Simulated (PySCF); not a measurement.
A GIAO shielding run with PySCF 2.14 (density fitting, non-relativistic, gas phase) on `[SiH3]c1cccc2snnc12`, C₆H₆N₂SSi:

```
$ OMP_NUM_THREADS=1 python probes_run.py task.json out

{"job": {"kind": "nmr", "xc": "PBE0", "basis": "pcSseg-1"}, "charge": 0, "multiplicity": 1}
Si     2.550572     0.055991    -0.023758
C      0.683013    -0.228160    -0.016445
C      0.073326    -1.466221    -0.052113
C     -1.316668    -1.619574    -0.043628
C     -2.162317    -0.531564     0.003090
C     -1.581270     0.727572     0.039786
S     -2.264503     2.313435     0.101575
N     -0.730059     2.999032     0.108471
N      0.203948     2.179261     0.070481
C     -0.171820     0.878588     0.030343
H      2.921829     0.750769     1.206238
H      3.166561    -1.273771    -0.076134
H      2.901482     0.836513    -1.207373
H      0.690300    -2.352041    -0.088670
H     -1.737260    -2.614177    -0.073584
H     -3.234731    -0.646709     0.010311
```

Hardware: 1 thread of an Arm Neoverse V1, shared host. The job also computes population analyses, field gradients, ring-centre shieldings.

(1) How large is the calculation?

(2) How long does it take, and how much memory does it need?

## Answers

(1) 86 electrons, 214 basis functions and 1144 auxiliary functions.

(2) 49 s of wall time, with 15 SCF cycles and 5 response iterations; peak memory 0.94 GiB. Times on a shared host scatter by some tens of per cent.
